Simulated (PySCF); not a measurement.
C5H4F3 (doublet state).
Atom-mapped SMILES: `[CH:1]#[C:2][C@@H:3]([F:4])[C:5]([F:6])[CH2:7][F:8]` (hydrogens: H9 on C1; H10 on C3; H11, H12 on C7)

Cartesian coordinates in Å at the GFN2-xTB level; atoms count from 1:
```xyz
12
C5H4F3 angstrom
C      1.8597   -0.8662    1.4596
C      1.3700   -0.5558    0.4125
C      0.7165   -0.1799   -0.8334
F      0.2869   -1.3333   -1.4996
C     -0.4478    0.6924   -0.5363
F     -0.3997    1.9516   -1.0062
C     -1.5735    0.3287    0.3414
F     -1.3065    0.6122    1.6830
H      2.3100   -1.1315    2.3696
H      1.4186    0.3246   -1.5108
H     -1.7632   -0.7486    0.2981
H     -2.4699    0.9051    0.0903
```

The hyperfine couplings belong to this conformer and change with its torsions.

The calculation used UKS B3LYP, pcH-1 on C F H, non-relativistic, mean-field spin-orbit, GIAO (PySCF). The structure is a single GFN2-xTB conformer in the gas phase; no vibrational or solvent corrections. The geometry wasn't refined by DFT: couplings that depend on bond lengths, twists or pyramidal angles can differ widely from those at the functional's own minimum. No stability test was run, so a lower SCF solution isn't excluded.

Q: Give the principal g shifts and their parts.

A: 
```csv
Δg (ppm),1,2,3
relativistic mass correction,-235,-235,-235
gauge correction,17,78,63
orbital Zeeman/spin–orbit,-187,1237,2113
total,-405,1080,1941
```

So g = 2.00191, 2.00340, 2.00426 and g_iso = 2.00319; the tensor is rhombic: the two nearest values differ by 37 % of g3 − g1. Axes: g2 points within 7° of the C5–F6 bond.

Q: What effective moment and Curie constant follow for a powder?

A: With the mean of g² = 4.0128 and S(S+1) = 0.75: μ_eff = √(⟨g²⟩S(S+1)) = 1.735 μB and χT = 0.12505·⟨g²⟩·S(S+1) = 0.376 cm³ K/mol (cgs; spin-Hamiltonian part alone).

Q: Average each term over the three axes. Which is largest in size?

A: The orbital-Zeeman/spin–orbit term 1055, the mass correction -235 and the gauge correction 52 ppm, for a total of 872 ppm. The orbital-Zeeman/spin–orbit term is the largest in size. The mass correction is the same along every axis, so the anisotropy comes from the other two: their spans along these axes are 61 (gauge) and 2300 ppm (orbital Zeeman/spin–orbit).

Q: At 94.438 GHz, how far is the centre of the isotropic spectrum from where a free electron (g = 2.002319) resonates?

A: B = hν/(g μB) with μB/h = 13.99624 MHz/mT gives 3369.78 mT for the free electron and 3368.32 mT at g_iso, 1.47 mT lower.

Q: In a frozen sample, at which fields do the three g values resonate at 9.5, 34, 94 and 263 GHz (hyperfine left aside), and which band first spreads them over more than twice a line width of 0.3 mT?

A: 
```json
{"band": "X", "GHz": "9.5", "B(g3) mT": "338.66", "B(g2) mT": "338.80", "B(g1) mT": "339.05", "spread mT": "0.40"}
{"band": "Q", "GHz": "34.0", "B(g3) mT": "1212.03", "B(g2) mT": "1212.55", "B(g1) mT": "1213.45", "spread mT": "1.42"}
{"band": "W", "GHz": "94.0", "B(g3) mT": "3350.91", "B(g2) mT": "3352.35", "B(g1) mT": "3354.83", "spread mT": "3.93"}
{"band": "J", "GHz": "263.0", "B(g3) mT": "9375.41", "B(g2) mT": "9379.44", "B(g1) mT": "9386.39", "spread mT": "10.98"}
```

The spread grows in proportion to the frequency. Q band is the first where it exceeds 0.6 mT.

The largest Mulliken spin populations are on C5 (+0.86), F6 (+0.08) and C1 (+0.07). C5 is the only atom above +0.15. The angles at C5 add up to 359.7°, so it is planar.

The HOMO–LUMO gaps are 6.23 eV among the α and 5.37 eV among the β orbitals.
